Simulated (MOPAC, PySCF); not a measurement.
H$_{12}$SSi$_{5}$, SMILES `[SiH3][Si]([SiH3])([SiH3])[SiH2]S` (Si–Si–Si–S torsion -59°, Si–Si–S–H torsion -180°), neutral singlet in the gas phase. 

Cartesian coordinates (Å):
```xyz
18

Si     0.1425     2.3241    -0.4096
Si    -0.2873     0.0734     0.0807
Si    -1.8095    -0.1061     1.8504
Si    -1.1084    -1.0162    -1.8243
Si     1.7378    -0.9336     0.6676
S      2.9664    -0.6532    -1.0806
H     -1.1406     3.0335    -0.7066
H      0.7982     2.9813     0.7626
H      1.0416     2.4248    -1.5983
H     -1.2673     0.5728     3.0677
H     -2.0605    -1.5452     2.1707
H     -3.1043     0.5390     1.4722
H     -2.4500    -0.4631    -2.1875
H     -1.2469    -2.4797    -1.5503
H     -0.1718    -0.8154    -2.9706
H      1.5538    -2.3859     0.9758
H      2.3431    -0.2781     1.8685
H      4.0633    -1.2726    -0.5884
```
Charge 0, multiplicity 1.

All levels are single points at this geometry (PBE0-D3(BJ)/def2-SVP); Pople sets use spherical d functions. Orbital energies aren't observables, and empty levels follow the basis.

```json
[
 {"level": "PBE-D3(BJ)/def2-TZVP in PySCF", "HOMO (eV)": "-6.29", "LUMO (eV)": "-1.55", "gap (eV)": "4.74", "dipole (D)": "0.80", "vertical IE, Delta-SCF (eV)": "–"},
 {"level": "PBE0-D3(BJ)/def2-TZVP in PySCF", "HOMO (eV)": "-7.51", "LUMO (eV)": "-0.76", "gap (eV)": "6.75", "dipole (D)": "0.87", "vertical IE, Delta-SCF (eV)": "9.27"},
 {"level": "B3LYP/3-21G in PySCF", "HOMO (eV)": "-7.19", "LUMO (eV)": "-0.53", "gap (eV)": "6.66", "dipole (D)": "1.50", "vertical IE, Delta-SCF (eV)": "–"},
 {"level": "B3LYP/6-311+G** in PySCF", "HOMO (eV)": "-7.26", "LUMO (eV)": "-1.00", "gap (eV)": "6.26", "dipole (D)": "1.04", "vertical IE, Delta-SCF (eV)": "–"},
 {"level": "B3LYP/6-31G* in PySCF", "HOMO (eV)": "-7.14", "LUMO (eV)": "-0.64", "gap (eV)": "6.50", "dipole (D)": "1.13", "vertical IE, Delta-SCF (eV)": "–"},
 {"level": "SVWN5/6-31G* in PySCF", "HOMO (eV)": "-6.22", "LUMO (eV)": "-1.49", "gap (eV)": "4.73", "dipole (D)": "1.12", "vertical IE, Delta-SCF (eV)": "–"},
 {"level": "HF/STO-3G in PySCF", "HOMO (eV)": "-7.04", "LUMO (eV)": "9.38", "gap (eV)": "16.42", "dipole (D)": "1.11", "vertical IE, Delta-SCF (eV)": "–"},
 {"level": "PM3 in MOPAC", "HOMO (eV)": "-9.16", "LUMO (eV)": "-2.26", "gap (eV)": "6.90", "dipole (D)": "1.58", "vertical IE, Delta-SCF (eV)": "–"},
 {"level": "PM7 in MOPAC", "HOMO (eV)": "-9.38", "LUMO (eV)": "-0.88", "gap (eV)": "8.51", "dipole (D)": "1.46", "vertical IE, Delta-SCF (eV)": "–"}
]
```
